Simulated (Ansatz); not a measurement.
Consider the formal hydrolysis of the Sn–Br bond: `[CH3][Sn][Br]` + H₂O → `[CH3][Sn][OH]` + HBr.

Calculated with Ansatz (gas phase, PBE0-D4/def2-TZVP geometries, no zero-point term in ΔE). CBS: MP2 limit from def2 TZ/QZ plus the TZ coupled-cluster correction, frozen cores. This one scheme is used for every species. Functionals use def2-TZVPP. B3LYP here is the variant with VWN-RPA as its local correlation; programs differ in this. HSE06 is defined as in plane-wave codes. Elements past krypton have def2 core potentials. For Br, Sn outer-core shells are correlated without core-valence functions, which leaves a few kJ/mol of doubt a bond. Scalar relativity is left out up to krypton. Each species was taken in one conformer, which may not be the lowest.

Task: Is it downhill or uphill in electronic energy at CCSD(T)/CBS, and by how much? (Estimate.)

Result: The calculation gave: Uphill: ΔE = +90.1 kJ/mol.

Task: What do these levels give: B97M-V, B3LYP-D4, r2SCAN0-D4, HSE06-D4, CAM-B3LYP-D4, ωB97X-V, B2PLYP, BHLYP, RPA@PBE/def2-TZVPP, HF/def2-SVP, MP2/def2-SVP, CCSD/def2-SVP? (Estimate.)

Result: Computed: B97M-V 81.1, B3LYP-D4 88.3, r2SCAN0-D4 95.1, HSE06-D4 95.5, CAM-B3LYP-D4 82.3, ωB97X-V 83.7, B2PLYP 84.3, BHLYP 93.6, RPA@PBE/def2-TZVPP 74.6, HF/def2-SVP 106.5, MP2/def2-SVP 86.4, CCSD/def2-SVP 86.4 kJ/mol.

Largest T1 diagnostic among the species: 0.016.

Leaving LDA and LC-ωPBE aside and taking each functional with its dispersion term where it has one, the values, not all of them listed here, spread over 18.5 kJ/mol, from BLYP-D4 to BHLYP-D4. At CCSD(T), def2-SVP lies −6.7 kJ/mol from the extrapolated value and def2-TZVPP −7.2 kJ/mol.
